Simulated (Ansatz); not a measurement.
H2Sb (SMILES [SbH2]), charge 0, multiplicity 2, relaxed at each level with Ansatz (an electronic-structure program); harmonic frequencies from differences of analytic forces, average atomic masses, frozen cores. Open shells are unrestricted. Elements past Kr take the def2 small-core potentials, without spin–orbit coupling.

```
level               harmonic frequencies (cm⁻¹)  ZPE (eV)  cost over HF/def2-TZVPP (rough)
------------------  ---------------------------  --------  -------------------------------
HF/def2-TZVPP                     924 2047 2053     0.311                               ×1
PBE/def2-TZVPP                    805 1870 1878     0.282                               ×1
r2SCAN/def2-TZVPP                 842 1937 1943     0.293                               ×2
wB97X-V/def2-TZVPP                867 2003 2005     0.302                               ×4
MP2/def2-TZVPP                    871 2019 2022     0.305                               ×2
CCSD(T)/def2-TZVPP                847 1944 1946     0.294                              ×10
```
